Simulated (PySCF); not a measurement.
# One molecule, several mistakes: BGeH5N2

All numbers below are calculated, not measured. They come from PySCF 2.14.0, an open-source quantum chemistry program, on an isolated molecule that a program drew, which may never have been made. The molecule is BGeH5N2 (charge 0, singlet), drawn as the SMILES string `B[NH][Ge][NH2]`.

Each row is a Hartree-Fock (HF) and frozen-core CCSD(T) single point in the cc-pVDZ basis, meant for a local HF minimum. Run 1 is clean. Each other run has one planted mistake out of seven kinds, and not every kind appears here: one electron removed, one electron added, multiplicity raised by two, geometry at a saddle point, minimal basis STO-3G, one bond length entered in bohr, all coordinates scaled. The reference is restricted for singlets and unrestricted otherwise, and also for a bond in bohr. Adding or removing an electron swaps singlet and doublet. Electrons count all cores. HOMO and LUMO are orbital energies over both spins, the gradient is its largest component, and the lowest frequency (negative if imaginary) is given only where the gradient is small. Bond lengths are over the 8 bonds as drawn. T1 is the CCSD diagnostic: over 0.02 (restricted) or 0.045 (unrestricted) a single reference is doubtful. Germanium has the cc-pVDZ-PP basis, with a core potential (ECP10MDF) in place of its 10 inner electrons, and its 3s, 3p and 3d shells are frozen in CCSD(T).

Geometry of the clean run:
```xyz
9
BGeH5N2, angstrom
B    -2.0392    2.4351    1.5455
N    -1.6287    1.2922    0.8422
Ge   -0.5119    1.3367   -0.6608
N    -0.4651   -0.4565   -0.9565
H    -2.7591    2.3402    2.5064
H    -1.6634    3.5193    1.1783
H    -1.9658    0.4092    1.1835
H     0.0612   -0.8429   -1.7174
H    -0.9255   -1.1746   -0.4275
```

```
run,electrons,basis functions,<S^2>,HOMO (eV),LUMO (eV),gradient (hartree/bohr),lowest frequency (cm^-1),mean bond (Å),longest bond (Å),T1,HF (hartree),CCSD(T) (hartree),mistake
1,56,90,0.000,-9.61,2.00,6.8e-06,110,1.3143,1.873,0.0170,-429.93776,-430.50289,no fault
2,56,90,0.000,-9.94,1.55,4.5e-02,-,1.3985,1.993,0.0210,-429.90630,-430.48676,all coordinates scaled
3,55,90,0.763,-16.73,-7.56,7.3e-02,-,1.3143,1.873,0.0221,-429.62316,-430.16444,one electron removed
4,57,90,0.769,0.64,8.43,5.0e-02,-,1.3143,1.873,0.0230,-429.88859,-430.46370,?
5,56,90,0.779,-9.83,1.80,1.8e-02,-,1.4261,1.899,0.0537,-429.80521,-430.36944,?
```

**Which mistake was planted in run 4, and what did it cost?**

It counts 57 electrons, one more than the clean run, at the same geometry and basis. So the mistake is: one electron added. Subtracting run 1 and multiplying by 627.51 kcal/mol a hartree, the energy moved by 30.9 kcal/mol in HF and 24.6 kcal/mol in CCSD(T).

**Which mistake was planted in run 5, and what did it cost?**

The mean bond changes by a factor of 1.085 and the longest by 1.014, so the molecule wasn't scaled as a whole. A length L in bohr read as angstrom grows by (1/0.5292 - 1) L = 0.890 L. The 8 bonds together grew by 8 x 0.1118 = 0.894 Å, which gives L = 1.005 Å. That is the length of one of the H-N bonds, 1.005 Å in the clean geometry. So the mistake is: one bond length entered in bohr. Subtracting run 1 and multiplying by 627.51 kcal/mol a hartree, the energy moved by 83.2 kcal/mol in HF and 83.7 kcal/mol in CCSD(T).

Cautions from the logs. Run 2: T1 is over the limit, so its CCSD(T) energy is less reliable; run 4: the HOMO is above zero, so the electron isn't bound and the energy depends on the basis; run 5: T1 is over the limit, so its CCSD(T) energy is less reliable.
